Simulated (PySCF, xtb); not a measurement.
Al(H)(OH)(nPr) (C3H9AlO), SMILES CC[CH2][AlH][OH]. The values are those of a single conformer.

Harmonic wavenumbers (cm⁻¹) from GFN2-xTB in xtb at its own minimum, in rising order: 44, 65, 71, 199, 233, 324, 407, 455, 494, 600, 619, 652, 796, 903, 934, 956, 1050, 1090, 1177, 1207, 1266, 1325, 1414, 1467, 1492, 1504, 1506, 1827, 2869, 2894, 2930, 2951, 3022, 3022, 3029, 3758.

Question: What does PBE-D3(BJ)/def2-SVP run with PySCF give at its own minimum? (The exact figures need the calculation; the answer reports its results.)

Answer: 20, 79, 114, 228, 255, 321, 373, 458, 540, 610, 649, 683, 756, 838, 882, 950, 1016, 1054, 1136, 1180, 1275, 1300, 1342, 1374, 1411, 1417, 1426, 1852, 2934, 2950, 2959, 2982, 3002, 3047, 3050, 3805. Paired by order, the mean absolute difference is 38 cm⁻¹ and the zero-point energies are 69.4 and 69.0 kcal/mol.
